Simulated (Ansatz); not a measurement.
Reactions of C₂H₆F₂GeS, SMILES `C[S][Ge]([CH3])([F])[F]`.

Program: Ansatz. Geometries: PBE0-D4/def2-TZVP. ΔE: electronic, gas phase. CBS: MP2 limit from def2 TZ/QZ plus the TZ coupled-cluster correction, frozen cores. This one scheme is used for every species. Functionals use def2-TZVPP. Triplets are unrestricted, without spin–orbit coupling. For Ge, Zn outer-core shells are correlated without core-valence functions, which leaves a few kJ/mol of doubt a bond. Scalar relativity is left out up to krypton. One conformer a species, not always the lowest.

```csv
reaction,CCSD(T)/def2-SVP (kJ/mol),PBE-D4 (kJ/mol)
`C[S][Ge]([CH3])([F])[F]` + H₂ → `[CH3][GeH]([F])[F]` + CH₃SH,22,40
`C[S][Ge]([CH3])([F])[F]` → `C[S][GeH]([F])[F]` + `[CH2]` (triplet),459,491
`C[S][Ge]([CH3])([F])[F]` → `CF` + `C[S][Ge][F]`,206,185
`C[S][Ge]([CH3])([F])[F]` + `C[CH2][ZnH]` → `[CH3][Ge]([CH3])([F])[F]` + `CS[CH2][ZnH]`,47,35
```

Question: Give the CCSD(T)/CBS values in the same order. (Best estimate.)

Answer: The calculation gave: 34, 489, 214, 30 kJ/mol.

Largest T1 diagnostic: 0.015, for `C[S][Ge][F]`.
